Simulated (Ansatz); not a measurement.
Cartesian coordinates in Å:
```
S 0.755 -0.067 -0.291
Cu -0.477 -0.020 1.430
H -0.279 0.087 -1.139
```

Charge 0, multiplicity 1.

Q: List the PBE0/def2-TZVPP orbital energies in eV (the Gaussian-basis code of Ansatz). (Estimate.)

A: Computed: Occupied: -8798.72, -2421.46, -1059.64, -928.14, -928.13, -928.11, -216.77, -160.60, -160.53, -160.42, -118.74, -77.45, -77.31, -77.26, -19.02, -10.74, -9.12, -8.83, -8.40, -8.40, -8.31, -7.15, -6.30. Lowest empty: -2.52, 0.69, 1.11, 1.46, 2.82, 3.44, 4.64, 4.96.
